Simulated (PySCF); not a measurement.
Si(Me)(OH)2(SH) (CH₆O₂SSi), SMILES O[Si](S)(O)C. Coordinates come from a PBE0-D3(BJ)/def2-SVP optimisation. The values are those of a single conformer.

Computed equilibrium geometry at PBE0-D3(BJ)/def2-SVP (PySCF confirms it by a frequency run) as a Z-matrix (one conformer of several):
```
Si
O 1 1.6521
H 2 0.9623 1 115.84
O 1 1.6600 2 107.24 3 -56.38
H 4 0.9612 1 117.20 2 164.08
C 1 1.8538 2 105.99 3 -179.32
H 6 1.0999 1 111.29 2 -179.99
H 6 1.1007 7 108.32 1 -122.08
H 6 1.1010 7 108.68 8 -117.00
S 1 2.1572 2 113.14 3 58.44
H 10 1.3505 1 94.42 2 77.31
```
Charge 0, spin multiplicity 1.
